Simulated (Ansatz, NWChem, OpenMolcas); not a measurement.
# BI3 (boron triiodide): the vertical ionisation energy, rung by rung

BI3 has 4 atoms, charge 0, and is taken as a singlet. SMILES: `IB(I)I`. Geometry: relaxed at PBE0-D4/def2-TZVP.

```xyz
4

I    -1.3085   -0.2952    1.6156
B     0.0139   -0.0151   -0.0051
I     1.8768   -1.0063   -0.0303
I    -0.5265    1.2563   -1.6005
```

Each level gives the vertical ionisation energy (to the doublet cation) (eV). The values are calculated.

| level | kind | program | value (eV) | CPU time (all runs) |
| --- | --- | --- | --- | --- |
| HF/def2-SVP (core potential) | Hartree–Fock | Ansatz | 9.11 | 84 s |
| SVWN5/def2-SVP (core potential) | LDA | NWChem | 8.90 | 35 s |
| revPBE/def2-SVP (core potential) | GGA | Ansatz | 8.66 | 29 s |
| TPSS/def2-SVP (core potential) | meta-GGA | OpenMolcas | 8.81 | 81 s |
| M06-2X/def2-SVP (core potential) | hybrid meta-GGA | OpenMolcas | 9.65 | 84 s |
| CAM-B3LYP/def2-SVP (core potential) | range-separated hybrid | Ansatz | 9.41 | 48 s |
| B2PLYP/def2-SVP (core potential) | double hybrid | Ansatz | 9.10 | 61 s |
| RPA@PBE/def2-SVP (core potential) | RPA | Ansatz | 8.76 | 64 s |
| BCCD(T)/def2-SVP (core potential) | coupled cluster or CI | Ansatz | 9.12 | 8.9 min |
| CCSD/def2-SVP (core potential) | coupled cluster or CI | Ansatz | 9.29 | 4.9 min |

Spin-orbit coupling, which can split open shells on such heavy atoms by tenths of an eV, is left out. The values span 8.66 to 9.65 eV. In the correlated wave-function rows the outer d shell of I is correlated, in sets not made for it. Times are those of the runs behind each value, whatever else they computed, on shared processors of several kinds: orders of magnitude only.
